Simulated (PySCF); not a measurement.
# Two-component Hartree-Fock for Hg³⁵⁺ (mercury, charge +35)

Start: [Kr] 4d9; 4d3/2 filled at m_j = -1/2, +1/2, +3/2; 4d5/2 filled at m_j = -5/2, -3/2, -1/2, +1/2, +3/2, +5/2. Calculated with PySCF 2.14 in an even-tempered Gaussian basis (17 s from 3.7 bohr⁻², ratio 2.8; 14 p from 4.8 bohr⁻², ratio 2.8; 9 d from 4.8 bohr⁻², ratio 2.8; 3 f from 22 bohr⁻², ratio 3): generalised Hartree-Fock with the X2C-1e Hamiltonian and a Gaussian nucleus; one run each with spin-orbit coupling (SO) screened by Boettger's factors, then bare. This is a chosen level, not necessarily the ground level.

```
spinor shell  electrons  ε, screened SO (eV)  ε, bare SO (eV)  weight of nominal j (bare SO)  rms radius, bare SO (bohr)
       1s1/2          2             -84944.9         -84943.0                          1.000                      0.0187
       2s1/2          2             -16371.1         -16370.5                          1.000                      0.0756
       2p1/2          2             -15738.4         -15782.8                          1.000                      0.0638
       2p3/2          4             -13787.8         -13774.4                          1.000                      0.0722
       3s1/2          2              -5019.6          -5019.5                          1.000                       0.192
       3p1/2          2              -4738.8          -4748.7                          1.000                       0.183
       3d3/2          4              -3836.9          -3845.4                          1.000                       0.174
       3d5/2          6              -3743.9          -3738.7                          1.000                       0.179
       4s1/2          2              -2092.3          -2092.3                          1.000                       0.398
       4p1/2          2              -1962.5          -1965.5                          1.000                       0.399
       4p3/2          4              -1834.1          -1833.2                          1.000                       0.429
       4d3/2          3              -1633.4          -1635.8                          0.999                       0.418
       4d5/2          6              -1606.9          -1605.4                          0.999                       0.427
```

(1) Where does 3p3/2 lie, and what is the 3p spin-orbit splitting (bare SO)?

```
   quantity   screened SO       bare SO
E (hartree)  -18960.75539  -18962.63147
        M_J           3/2           3/2
       ⟨J²⟩         3.750         3.750
       ⟨L²⟩         6.118         6.126
       ⟨S²⟩         0.867         0.876
```

Each row is a mean over spinors that exchange with the open shell spreads, by up to 13.932 eV (4p1/2).

Breit and QED terms are absent; they matter most for the inner s and p1/2 levels.

Densities and radii are taken from the X2C orbitals without a picture-change correction, which distorts them close to the nucleus.

Results:

(1) At -4291.9 eV, 456.89 eV above 3p1/2.
